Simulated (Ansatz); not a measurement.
Basis sets compared for TaS3⁻ (the lowest singlet isomer of a short search). The state is a singlet with charge -1. Geometry PBE-D4/def2-SVPD. Ansatz on 4 threads of Arm Neoverse V1 on a shared host; times are rough, and most runs start from earlier orbitals.

Cartesian coordinates in Å:
```
Ta -0.1176 -0.0772 -0.5088
S 2.1076 -0.1570 -0.2808
S -1.0905 -1.6964 0.6919
S -0.8994 1.9306 0.0977
```

In the def2 sets Ta takes a core potential; there is no spin–orbit coupling. The structure comes from a short search, and lower isomers may exist.

```tsv
level	functions	energy (Eh)	HOMO (eV)	LUMO (eV)	wall time
PBE-D4/def2-SVPD	116	-1250.9938	-1.05	-0.22	1.2 s
PBE0-D4/def2-SVPD	116	-1251.0291	-2.07	0.47	1.5 s
```

Question: Estimate the rows for PBE-D4/def2-TZVPD (with forces), PBE0-D4/def2-TZVPD.

Answer: 
```
                          level  functions  energy (Eh)  HOMO (eV)  LUMO (eV)  wall time
PBE-D4/def2-TZVPD (with forces)        181   -1251.4026      -1.00      -0.20      2.3 s
             PBE0-D4/def2-TZVPD        181   -1251.4363      -2.02       0.50        3 s
```
